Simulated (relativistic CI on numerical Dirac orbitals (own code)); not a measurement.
**Ta3+ (5d2) in a crystal field**

Calculated by Dirac-Coulomb-Breit CI, separate exchange-only KLI orbitals for each configuration, model QED (radiative potential, 1s self-energy scaled to tabulated hydrogen-like ionisation energies), valence Slater integrals scaled by 0.75, one configuration in a parametric crystal field (own radial code).

Field parameters in Wybourne normalisation: D4h B²₀ = −7Ds, B⁴₀ = 21(Dq − Dt), B⁴₄ = 21√(5/14) Dq. The field is a parameter set, without covalency.

S and J are read from ⟨S²⟩ = S(S + 1) and ⟨J²⟩ = J(J + 1) of each level; they are not fictitious spins.

D4h, 10Dq = 43800, Ds = -1500, Dt = 270 cm⁻¹, the lowest 16 levels:

| E (cm⁻¹) | Degeneracy | Irrep | S | J |
| --- | --- | --- | --- | --- |
| 0.0 | 1 | B1 | 0.99 | 2.62 |
| 73.5 | 1 | B2 | 0.99 | 2.69 |
| 974 | 2 | E | 0.98 | 2.87 |
| 1207 | 1 | A1 | 0.90 | 3.00 |
| 2548 | 1 | A2 | 1.00 | 3.31 |
| 6124 | 1 | A1 | 0.31 | 3.27 |
| 7093 | 2 | E | 0.93 | 3.16 |
| 7445 | 1 | A1 | 0.95 | 3.15 |
| 9616 | 2 | E | 0.22 | 3.21 |
| 15124 | 1 | B2 | 0.03 | 3.19 |
| 15255 | 1 | B1 | 0.03 | 3.21 |
| 24166 | 1 | A1 | 0.06 | 2.78 |
| 42507 | 1 | B1 | 1.00 | 3.17 |
| 42617 | 2 | E | 1.00 | 3.19 |
| 43923 | 1 | B2 | 1.00 | 2.93 |
| 43964 | 2 | E | 1.00 | 2.40 |

D4h, 10Dq = 43800, Ds = 3000, Dt = 270 cm⁻¹, the lowest 10 levels:

| E (cm⁻¹) | Degeneracy | Irrep | S | J |
| --- | --- | --- | --- | --- |
| 0.0 | 1 | A1 | 0.99 | 2.79 |
| 322 | 2 | E | 0.99 | 2.90 |
| 5820 | 1 | B1 | 0.79 | 2.83 |
| 6080 | 1 | B2 | 0.79 | 2.78 |
| 8209 | 2 | E | 0.99 | 3.12 |
| 9213 | 1 | B2 | 0.41 | 3.15 |
| 9227 | 1 | A1 | 0.98 | 3.39 |
| 9289 | 1 | A2 | 1.00 | 3.33 |
| 9509 | 1 | B1 | 0.42 | 3.04 |
| 14108 | 1 | A1 | 0.09 | 3.11 |

D4h, 10Dq = 43800, Ds = 2590, Dt = 270 cm⁻¹, the lowest 10 levels:

```json
{"E (cm⁻¹)": "0.0", "Degeneracy": "1", "Irrep": "A1", "S": "0.99", "J": "2.78"}
{"E (cm⁻¹)": "324", "Degeneracy": "2", "Irrep": "E", "S": "0.99", "J": "2.88"}
{"E (cm⁻¹)": "4947", "Degeneracy": "1", "Irrep": "B1", "S": "0.87", "J": "2.75"}
{"E (cm⁻¹)": "5172", "Degeneracy": "1", "Irrep": "B2", "S": "0.88", "J": "2.73"}
{"E (cm⁻¹)": "7080", "Degeneracy": "2", "Irrep": "E", "S": "0.99", "J": "3.14"}
{"E (cm⁻¹)": "8118", "Degeneracy": "1", "Irrep": "A1", "S": "0.98", "J": "3.41"}
{"E (cm⁻¹)": "8122", "Degeneracy": "1", "Irrep": "A2", "S": "1.00", "J": "3.33"}
{"E (cm⁻¹)": "9003", "Degeneracy": "1", "Irrep": "B2", "S": "0.27", "J": "3.19"}
{"E (cm⁻¹)": "9264", "Degeneracy": "1", "Irrep": "B1", "S": "0.29", "J": "3.11"}
{"E (cm⁻¹)": "13764", "Degeneracy": "1", "Irrep": "A1", "S": "0.07", "J": "3.12"}
```

D4h, 10Dq = 43800, Ds = 2180, Dt = 270 cm⁻¹, the lowest 10 levels:

| E (cm⁻¹) | Degeneracy | Irrep | S | J |
| --- | --- | --- | --- | --- |
| 0.0 | 1 | A1 | 0.99 | 2.76 |
| 324 | 2 | E | 0.99 | 2.86 |
| 3981 | 1 | B1 | 0.92 | 2.71 |
| 4171 | 1 | B2 | 0.93 | 2.71 |
| 5982 | 2 | E | 0.99 | 3.16 |
| 6970 | 1 | A2 | 1.00 | 3.32 |
| 7028 | 1 | A1 | 0.98 | 3.44 |
| 8916 | 1 | B2 | 0.18 | 3.20 |
| 9145 | 1 | B1 | 0.21 | 3.15 |
| 13322 | 1 | A1 | 0.06 | 3.14 |

D4h, 10Dq = 43800, Ds = 1770, Dt = 270 cm⁻¹, the lowest 10 levels:

```json
{"E (cm⁻¹)": "0.0", "Degeneracy": "1", "Irrep": "A1", "S": "0.99", "J": "2.73"}
{"E (cm⁻¹)": "321", "Degeneracy": "2", "Irrep": "E", "S": "0.99", "J": "2.83"}
{"E (cm⁻¹)": "2976", "Degeneracy": "1", "Irrep": "B1", "S": "0.95", "J": "2.68"}
{"E (cm⁻¹)": "3137", "Degeneracy": "1", "Irrep": "B2", "S": "0.95", "J": "2.70"}
{"E (cm⁻¹)": "4936", "Degeneracy": "2", "Irrep": "E", "S": "0.99", "J": "3.18"}
{"E (cm⁻¹)": "5842", "Degeneracy": "1", "Irrep": "A2", "S": "1.00", "J": "3.32"}
{"E (cm⁻¹)": "5979", "Degeneracy": "1", "Irrep": "A1", "S": "0.98", "J": "3.46"}
{"E (cm⁻¹)": "8911", "Degeneracy": "1", "Irrep": "B2", "S": "0.13", "J": "3.20"}
{"E (cm⁻¹)": "9113", "Degeneracy": "1", "Irrep": "B1", "S": "0.15", "J": "3.17"}
{"E (cm⁻¹)": "12695", "Degeneracy": "2", "Irrep": "E", "S": "0.05", "J": "3.20"}
```

The free-ion ground term has S = 1. Every field shown keeps that spin.

Levels of this model without a field, named by their leading LS term (the scale mimics covalency, so terms lie below those of the real free ion): 3F_2 0, 3F_3 3810, 3F_4 7362, 3P_0 10091, 1D_2 10570, 3P_1 12029, 3P_2 16249, 1G_4 16264 cm⁻¹.
